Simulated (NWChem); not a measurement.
Molecule: ZnN$_{2}$H$_{4}$; SMILES [Zn]([NH2])[NH2]

```xyz
7

Zn    -0.1858     0.0008    -0.0021
N     -0.3252    -1.8229    -0.0620
H     -0.6422    -2.2463     0.8207
H      0.5489    -2.3076    -0.3045
N     -0.3280     1.8245     0.0530
H     -0.5665     2.2533    -0.8517
H      0.5226     2.3062     0.3729
```
Atoms are numbered in this order, from 1.

Level: PBE-D3(BJ)/def2-SVP (NWChem), optimised geometry, unscaled harmonic frequencies. 

### Question
List the harmonic frequencies with IR intensities, and the thermochemistry.

### Answer
```json
[
 {"frequency (cm⁻¹)": "146", "IR intensity (km/mol)": "7.8"},
 {"frequency (cm⁻¹)": "151", "IR intensity (km/mol)": "5.1"},
 {"frequency (cm⁻¹)": "189", "IR intensity (km/mol)": "26.7"},
 {"frequency (cm⁻¹)": "454", "IR intensity (km/mol)": "75.5"},
 {"frequency (cm⁻¹)": "474", "IR intensity (km/mol)": "186.9"},
 {"frequency (cm⁻¹)": "594", "IR intensity (km/mol)": "9.6"},
 {"frequency (cm⁻¹)": "712", "IR intensity (km/mol)": "49.0"},
 {"frequency (cm⁻¹)": "753", "IR intensity (km/mol)": "15.5"},
 {"frequency (cm⁻¹)": "756", "IR intensity (km/mol)": "21.8"},
 {"frequency (cm⁻¹)": "1496", "IR intensity (km/mol)": "7.2"},
 {"frequency (cm⁻¹)": "1497", "IR intensity (km/mol)": "4.9"},
 {"frequency (cm⁻¹)": "3419", "IR intensity (km/mol)": "0.9"},
 {"frequency (cm⁻¹)": "3420", "IR intensity (km/mol)": "1.2"},
 {"frequency (cm⁻¹)": "3505", "IR intensity (km/mol)": "2.3"},
 {"frequency (cm⁻¹)": "3506", "IR intensity (km/mol)": "2.3"}
]
```

```yaml
zero_point_energy: 30.1 kcal/mol
thermal correction to the enthalpy at 298.15 K (with zero-point energy): 34.3 kcal/mol
heat capacity Cv: 17.7 cal/(mol K)
entropy at 298.15 K and 1 atm (symmetry number 2): 70.9 cal/(mol K)
dipole_moment: 1.71 D
```

Rigid rotor and harmonic oscillator.
